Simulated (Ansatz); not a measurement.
`F[Si](F)(Cl)I` + H–F → `F[Si](F)(F)I` + HCl  (ligand exchange at the Si–Cl bond)

Computed with Ansatz on PBE0-D4/def2-TZVP structures; ΔE is electronic, products minus reactants. CBS: MP2 limit from def2 TZ/QZ plus the TZ coupled-cluster correction, frozen cores. This one scheme is used for every species. DFT in def2-TZVPP. HSE06 is defined as in plane-wave codes. Elements past krypton have def2 core potentials. For I outer-core shells are correlated without core-valence functions, which leaves a few kJ/mol of doubt a bond.

`F[Si](F)(Cl)I`:

Z-matrix (Å, degrees):
```
Si
F 1 1.574
Cl 1 2.014 2 108.7
I 1 2.392 2 109.6 3 -123.6
F 1 1.574 2 107.3 3 117.4
```

H–F:

```xyz
2

F     0.424    0.163   -0.073
H    -0.424   -0.163    0.073
```

`F[Si](F)(F)I`:

Cartesian coordinates in Å:
```
F 0.206 1.456 0.693
Si -0.058 0.109 -0.069
F 0.545 0.241 -1.512
F -1.611 -0.076 -0.206
I 0.917 -1.730 1.093
```

HCl:

Cartesian coordinates in Å:
```
Cl -0.542 -0.326 0.096
H 0.542 0.326 -0.096
```

```tsv
level	ΔE (kcal/mol)
revPBE-D4	-9.1
HSE06-D4	-10.3
MP2/def2-SVP	-11.6
CCSD(T)/def2-SVP	-12.3
```

Problem. What does CCSD(T)/CBS give? (An estimate is asked.)

Solution. Ansatz gave: -11.8 kcal/mol. The listed levels differ from it by 2.7, 1.5, 0.2, -0.5 kcal/mol.

Largest T1 diagnostic among the species: 0.010.

In def2-TZVPP, CCSD(T) changes the Hartree–Fock value by +3.2 kcal/mol (the triples alone add +0.7 kcal/mol) and MP2 by +4.8 kcal/mol. The D4 term adds +1.7 kcal/mol with B3LYP and +0.9 kcal/mol with PBE0; it sums over pairs of atoms, weighted by their polarisabilities, and B3LYP, whose exchange is more repulsive, gets the larger term. Leaving LDA and LC-ωPBE aside and taking each functional with its dispersion term where it has one, the values, not all of them listed here, spread over 4.8 kcal/mol, from CAM-B3LYP-D4 to revPBE-D4.

B3LYP here is the variant with VWN-RPA as its local correlation; programs differ in this.
